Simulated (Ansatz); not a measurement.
Steps of a relaxation of C2H6Ge2, SMILES `[GeH3][C]#[C][GeH3]` with RKS PBE0-D4/def2-TZVP.

```sh
$ ansatz run in.yaml --threads 4 --pin off --events-out ev --progress --plain --max-ram 10444MiB
```

```yaml
crystal:
  periodic: [false, false, false]
  atoms:
    - {symbol: Ge, position_ang: [1.000720, 2.300754, -0.272335]}
    - {symbol: C, position_ang: [0.243594, 0.561862, -0.067881]}
    - {symbol: C, position_ang: [-0.242698, -0.565808, 0.065129]}
    - {symbol: Ge, position_ang: [-0.984164, -2.311008, 0.272921]}
    - {symbol: H, position_ang: [0.199805, 3.074257, -1.346844]}
    - {symbol: H, position_ang: [0.923960, 3.043843, 1.082798]}
    - {symbol: H, position_ang: [2.476658, 2.154920, -0.713893]}
    - {symbol: H, position_ang: [-1.879781, -2.625901, -0.949030]}
    - {symbol: H, position_ang: [-1.826189, -2.347617, 1.570662]}
    - {symbol: H, position_ang: [0.171296, -3.336501, 0.361474]}
basis:
  gaussian: {orbitals: def2-TZVP}
hamiltonian: {xc: pbe0, dispersion: d4}
relax: {f_tol: 0.005, max_steps: 150}
```

Positions (Å) and forces (eV/Å) along the path, 5 of 5 steps:

```xyz
10
step=1 energy=-115190.0213 eV
Ge    1.001    2.301   -0.272    0.039    0.091   -0.011
C     0.244    0.562   -0.068   -0.773   -1.795    0.212
C    -0.243   -0.566    0.065    0.776    1.794   -0.211
Ge   -0.984   -2.311    0.273   -0.037   -0.092    0.011
H     0.200    3.074   -1.347    0.114   -0.132    0.164
H     0.924    3.044    1.083    0.005   -0.128   -0.203
H     2.477    2.155   -0.714   -0.231    0.008    0.068
H    -1.880   -2.626   -0.949    0.142    0.064    0.183
H    -1.826   -2.348    1.571    0.134    0.021   -0.199
H     0.171   -3.337    0.361   -0.170    0.168   -0.015
10
step=2 energy=-115190.0578 eV
Ge    0.994    2.285   -0.271   -0.013   -0.028    0.003
C     0.240    0.552   -0.067    0.001    0.000    0.000
C    -0.238   -0.556    0.064    0.003   -0.002    0.001
Ge   -0.977   -2.296    0.271    0.011    0.029   -0.004
H     0.195    3.047   -1.337    0.016   -0.009    0.019
H     0.915    3.017    1.076    0.003   -0.008   -0.025
H     2.457    2.134   -0.708   -0.024    0.008    0.007
H    -1.864   -2.601   -0.944    0.014    0.001    0.022
H    -1.811   -2.325    1.559    0.013   -0.004   -0.023
H     0.172   -3.309    0.358   -0.023    0.013   -0.001
10
step=3 energy=-115190.0581 eV
Ge    0.993    2.284   -0.270   -0.005   -0.010    0.001
C     0.240    0.551   -0.066    0.008    0.017   -0.002
C    -0.237   -0.556    0.064   -0.005   -0.018    0.003
Ge   -0.977   -2.294    0.271    0.003    0.011   -0.002
H     0.196    3.046   -1.336   -0.002   -0.001   -0.001
H     0.915    3.016    1.074   -0.001    0.000    0.002
H     2.455    2.136   -0.708    0.002   -0.001   -0.001
H    -1.863   -2.601   -0.942   -0.001    0.001   -0.002
H    -1.810   -2.325    1.557   -0.001    0.001    0.002
H     0.170   -3.309    0.358    0.001   -0.001    0.000
10
step=4 energy=-115190.0581 eV
Ge    0.993    2.283   -0.270    0.000   -0.001    0.000
C     0.244    0.550   -0.066   -0.003   -0.009    0.001
C    -0.232   -0.558    0.065    0.004    0.008   -0.001
Ge   -0.976   -2.294    0.271    0.001    0.001    0.000
H     0.194    3.042   -1.336    0.000    0.001   -0.001
H     0.912    3.016    1.074    0.000    0.001    0.001
H     2.455    2.139   -0.708    0.001    0.001    0.000
H    -1.863   -2.596   -0.942   -0.001   -0.001   -0.001
H    -1.810   -2.322    1.557   -0.001   -0.001    0.001
H     0.167   -3.311    0.358    0.000   -0.002    0.000
10
step=5 energy=-115190.0581 eV
Ge    0.993    2.283   -0.270    0.000    0.000    0.000
C     0.246    0.549   -0.065    0.001    0.001    0.000
C    -0.231   -0.558    0.066    0.000   -0.001    0.000
Ge   -0.976   -2.294    0.271    0.000    0.000    0.000
H     0.193    3.041   -1.336    0.000    0.000    0.000
H     0.911    3.017    1.074    0.000    0.000    0.000
H     2.455    2.140   -0.708    0.000    0.000    0.000
H    -1.864   -2.595   -0.942    0.000    0.000    0.000
H    -1.810   -2.322    1.557    0.000    0.000    0.000
H     0.166   -3.313    0.358    0.000    0.000    0.000
```

Run time 18 s (4 threads of an Arm Neoverse V2 on a shared host); peak host memory 0.59 GiB.
